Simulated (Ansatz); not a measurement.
Zn(SeH)(SiH3) (H₄SeSiZn), SMILES [SiH3][Zn][SeH].

Geometry optimised at B3LYP-D3(BJ)/def2-SVP. The structure was generated by enumeration; whether it is a known compound was not checked. One conformer was computed; it need not be the lowest.

Two levels are set side by side: PBE/def2-SVPD (Ansatz, an electronic-structure program) and CAM-B3LYP/def2-SVPD (Ansatz). Energy differences of separate SCF runs at the same geometry; the states with an electron removed or added have multiplicity 2 and 2. Differences are taken from unrounded values.

```csv
quantity,CAM-B3LYP,PBE,PBE minus CAM-B3LYP
vertical ionisation energy (eV),9.07,8.89,-0.18
vertical singlet–triplet gap (eV),4.66,4.24,-0.42
```
